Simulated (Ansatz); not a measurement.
Cost and result up the ladder for Cs₃F₂ (5 atoms). Total charge 0; doublet. Geometry: PBE-D4/def2-TZVP.

Cartesian coordinates in Å:
```
Cs -1.4836 -1.5885 -0.7009
Cs 1.8683 0.8818 -0.9958
Cs -0.7224 1.3257 3.1809
F 0.4914 -0.9285 -2.2747
F -0.1536 0.3095 0.7905
```

Ansatz on 4 threads of Arm Neoverse V1 on a shared host. Times are rough, and most runs start from the orbitals of an earlier one. ωB97M-V/def2-TZVP serves as the yardstick here, not as an exact answer. Differences are given only for rows in sets of like size (and for xTB, whose basis is part of the method), since another set adds its own error. Binding counts from free atoms at the same level (Cs doublet, F doublet; other spins of the atoms weren't run), without zero-point energy or a counterpoise term.

In the def2 sets Cs takes a core potential; there is no spin–orbit coupling. B3LYP takes the VWN-RPA correlation. HSE06 is defined as in plane-wave codes, on full-range PBE exchange. Correlated methods freeze 2 core orbitals; core or outer-core shells of Cs are correlated, in sets that lack core-valence functions. The rows differ in basis, and correlated rows in double-zeta sets carry the largest basis error. The structure comes from a short search, and lower isomers may exist.

Correlated methods converge slowly with the basis, most of all in double-zeta sets.

```tsv
level	functions	wall time	binding energy per atom (eV)	difference from ωB97M-V/def2-TZVP (eV)
MP2/def2-TZVP	149	1.9 s	2.53	-0.05
PBE-D4/def2-SVP	100	2.8 s	2.59	–
PBE-D4/def2-TZVP (with forces)	149	4.8 s	2.61	0.03
HSE06-D4/def2-TZVP	149	4.9 s	2.49	-0.10
PBE0-D4/def2-TZVP	149	5.5 s	2.49	-0.10
PBE-D4/def2-TZVPD	176	6 s	2.62	0.03
CAM-B3LYP-D4/def2-TZVP	149	6 s	2.58	-0.01
B3LYP-D4/def2-TZVP	149	6.5 s	2.52	-0.07
RPA@PBE/def2-TZVP	149	6.5 s	2.22	-0.37
PBE0-D4/def2-TZVPD	176	7 s	2.50	-0.08
r2SCANh-D4/def2-TZVP	149	11 s	2.53	-0.06
r2SCAN-D4/def2-TZVPD	176	12 s	2.59	0.00
ωB97M-V/def2-TZVP	149	21 s	2.59	0.00
CCSD(T)/def2-SVP	100	43 s	2.29	–
```
